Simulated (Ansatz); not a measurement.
Calculated with Ansatz (gas phase, PBE0-D4/def2-TZVP geometries, no zero-point term in ΔE). CCSD(T)/CBS adds triple-zeta CCSD(T) − MP2 to the extrapolated MP2 energy (def2 sets, frozen cores). Functionals use def2-TZVPP. For Br outer-core shells are correlated without core-valence functions, which leaves a few kJ/mol of doubt a bond. Scalar relativity is left out up to krypton. One conformer a species, not always the lowest.

`CBOC1O[SiH2]1` + HBr → `BrC1O[SiH2]1` + `CBO`  (substitution at a C–O bond)

`CBOC1O[SiH2]1`:

```xyz
13

C    -1.777   -1.187    1.435
B    -0.518   -0.317    1.150
O    -0.144   -0.084   -0.134
C     0.966    0.688   -0.435
O     0.634    1.840   -1.232
Si    1.578    0.803   -2.144
H    -2.282   -1.531    0.531
H    -1.501   -2.060    2.038
H    -2.491   -0.626    2.048
H     0.155    0.157    2.030
H     1.546    0.947    0.452
H     0.901    0.087   -3.244
H     2.934    1.284   -2.493
```

HBr:

Cartesian coordinates in Å:
```
Br 0.532 0.147 0.447
H -0.532 -0.147 -0.447
```

`BrC1O[SiH2]1`:

Z-matrix (Å, degrees):
```
C
O 1 1.428
Si 1 1.806 2 61.2
Br 1 1.934 2 114.5 3 113.5
H 1 1.085 2 114.2 3 -120.8
H 3 1.475 1 120.1 2 100.6
H 3 1.477 1 122.9 2 -96.7
```

`CBO`:

Cartesian coordinates in Å:
```
C -0.421 0.876 0.261
B 0.137 -0.449 -0.341
O 0.910 -1.257 0.427
H -0.122 1.040 1.298
H -1.515 0.886 0.204
H -0.091 1.732 -0.339
H -0.100 -0.781 -1.477
H 1.203 -2.047 -0.033
```

CCSD(T)/CBS gives -0.17 eV.

Question: Another level gave -0.17 eV. Which?
A. MP2/def2-TZVPP
B. HF/def2-TZVPP
C. B2PLYP/def2-TZVPP
D. ωB97X-V/def2-TZVPP

Answer: C. B2PLYP -0.17, HF/def2-TZVPP -0.07, MP2/def2-TZVPP -0.22, ωB97X-V -0.11 eV.

Largest T1 diagnostic among the species: 0.015.

In def2-TZVPP, CCSD(T) changes the Hartree–Fock value by −0.07 eV (the triples alone add −0.01 eV) and MP2 by −0.16 eV.
